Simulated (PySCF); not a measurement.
Two-component Hartree-Fock for Pt⁻ (platinum, charge -1)

Start: [Xe] 4f14 5d9 6s2; 5d3/2 filled at m_j = -3/2, -1/2, +1/2, +3/2; 5d5/2 filled at m_j = -3/2, -1/2, +1/2, +3/2, +5/2. Calculated with PySCF 2.14 in x2c-SVPall-2c with one added diffuse shell each of s, d type (8s9p10d2f, 99 functions): generalised Hartree-Fock with the X2C-1e Hamiltonian and a Gaussian nucleus; one run each with spin-orbit coupling (SO) switched off, then screened by Boettger's factors.

| spinor shell | electrons | ε, spin-free (eV) | ε, screened SO (eV) | weight of nominal j (screened SO) | rms radius, screened SO (bohr) |
| --- | --- | --- | --- | --- | --- |
| 1s1/2 | 2 | -78820.0 | -78791.4 | 1.000 | 0.0194 |
| 2s1/2 | 2 | -13991.4 | -13982.5 | 1.000 | 0.0782 |
| 2p1/2 | 2 | -12135.7 | -13378.9 | 1.000 | 0.0663 |
| 2p3/2 | 4 | -12135.7 | -11644.0 | 1.000 | 0.0741 |
| 3s1/2 | 2 | -3348.9 | -3346.0 | 1.000 | 0.200 |
| 3p1/2 | 2 | -2799.7 | -3075.8 | 1.000 | 0.191 |
| 3p3/2 | 4 | -2799.7 | -2688.3 | 1.000 | 0.207 |
| 3d3/2 | 4 | -2194.8 | -2242.2 | 1.000 | 0.183 |
| 3d5/2 | 6 | -2194.8 | -2160.2 | 1.000 | 0.186 |
| 4s1/2 | 2 | -750.47 | -749.58 | 1.000 | 0.441 |
| 4p1/2 | 2 | -567.20 | -633.60 | 1.000 | 0.447 |
| 4p3/2 | 4 | -567.20 | -540.22 | 1.000 | 0.480 |
| 4d3/2 | 4 | -339.71 | -349.70 | 1.000 | 0.497 |
| 4d5/2 | 6 | -339.71 | -332.13 | 1.000 | 0.507 |
| 5s1/2 | 2 | -113.70 | -113.58 | 1.000 | 1.03 |
| 4f5/2 | 6 | -84.862 | -86.462 | 0.999 | 0.564 |
| 4f7/2 | 8 | -84.862 | -82.970 | 0.999 | 0.566 |
| 5p1/2 | 2 | -63.168 | -74.229 | 0.998 | 1.16 |
| 5p3/2 | 4 | -63.168 | -58.505 | 0.999 | 1.20 |
| 5d3/2 | 4 | -4.968 | -6.103 | 0.964 | 1.80 |
| 5d5/2 | 5 | -4.968 | -4.154 | 0.968 | 1.94 |
| 6s1/2 | 2 | -1.139 | -1.150 | 0.989 | 4.26 |

```csv
quantity,spin-free,screened SO
E (hartree),-18398.73740,-18425.48958
M_J,5/2,5/2
⟨J²⟩,8.786,8.790
⟨L²⟩,6.018,6.160
⟨S²⟩,0.767,0.908
```

The basis lacks diffuse functions for the outer shell of this anion, so its levels lie too high.

Each row is a mean over spinors that exchange with the open shell spreads, by up to 4.094 eV (5p3/2).

Breit and QED terms are absent; they matter most for the inner s and p1/2 levels.

Densities and radii are taken from the X2C orbitals without a picture-change correction, which distorts them close to the nucleus.

Without spin-orbit coupling the j labels of p, d and f shells carry no meaning; the spin-free column gives the mean over the occupied spinors of each nl shell.
